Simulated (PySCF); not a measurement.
The numbers are results of PBE0-D3(BJ)/def2-TZVP in PySCF, not measurements. Gas-phase values, no solvent. One relaxed conformer stands for a flexible species; it need not be the lowest. Excitations are Tamm–Dancoff values on a coarser integration grid. The basis has no diffuse functions, so Rydberg states are missing or too high.

Reference species (SMILES): `IB(O)O` (H–O–B–I torsion 180°, I–B–O–H torsion -180°) (neutral, multiplicity 1).

```json
{
  "HOMO–LUMO gap": "7.00 eV",
  "S1–T1 gap (TDA)": "0.35 eV"
}
```

Changed species: `OB(O)O` (0 of 3 OH replaced by I; the reference has 1 of 3 OH replaced by I).

### Question
Give the shifts of the HOMO–LUMO gap and S1–T1 gap (TDA).

### Answer
the HOMO–LUMO gap rises by 2.31 eV, to 9.31 eV; the S1–T1 gap (TDA) falls by 0.04 eV, to 0.31 eV.
